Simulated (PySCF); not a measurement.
Vertical excitation energies

C6H10P2.
SMILES: `C=CP/C=C/PC=C`

Computed, not measured: TDDFT B3LYP/def2-SVPD, vertical, gas phase, core orbitals frozen in the response in PySCF. The structure is a single GFN2-xTB conformer in the gas phase; no vibrational or solvent corrections.

What does the calculation give for the low-lying excited states?

| state | E (eV) | E (kJ/mol) | λ (nm) | f | main configurations (H = HOMO, L = LUMO) |
| --- | --- | --- | --- | --- | --- |
| S1 | 4.78 | 461 | 259.3 | 0.155 | H→L (96%) |
| S2 | 4.85 | 468 | 255.5 | 0.0000 | H-1→L (90%) |
| S3 | 5.02 | 484 | 247.1 | 0.0000 | H→L+1 (92%) |
| S4 | 5.28 | 510 | 234.7 | 0.200 | H→L+2 (92%) |
| S5 | 5.53 | 534 | 224.1 | 0.216 | H-1→L+1 (93%) |
| S6 | 5.75 | 555 | 215.7 | 0.0000 | H-1→L+2 (91%) |
| S7 | 5.94 | 573 | 208.9 | 0.0001 | H→L+3 (96%) |
| S8 | 5.98 | 577 | 207.3 | 0.220 | H-2→L (71%), H→L+6 (16%) |

Triplets, Tamm–Dancoff:

| state | E (eV) | λ (nm) | main configurations (H = HOMO, L = LUMO) |
| --- | --- | --- | --- |
| T1 | 3.64 | 340.3 | H→L (81%) |
| T2 | 3.98 | 311.4 | H-1→L (49%), H→L+1 (18%), H-2→L+1 (15%) |
| T3 | 4.08 | 303.6 | H-1→L+1 (48%), H-2→L (19%), H→L+2 (16%) |

The lowest singlet lies at 4.78 eV (259 nm, ultraviolet) and is strong; its leading configuration is HOMO→LUMO (96%). The largest oscillator strength of a single state is 0.220. Löwdin shares by element: HOMO phosphorus 48%, carbon 28% or more (atoms not listed hold the other 25%); LUMO carbon 40% or more, phosphorus 18% (atoms not listed hold the other 42%). Of the 8 states listed, 4 reach f = 0.01 and 4 stay under 0.0005. The listed states span 1.20 eV. The oscillator strengths of these states sum to 0.791; summed over the whole spectrum of an exact calculation they would give the number of electrons, 76 (Thomas–Reiche–Kuhn). Only the lowest 8 singlets were computed, as vertical energies without vibronic structure.
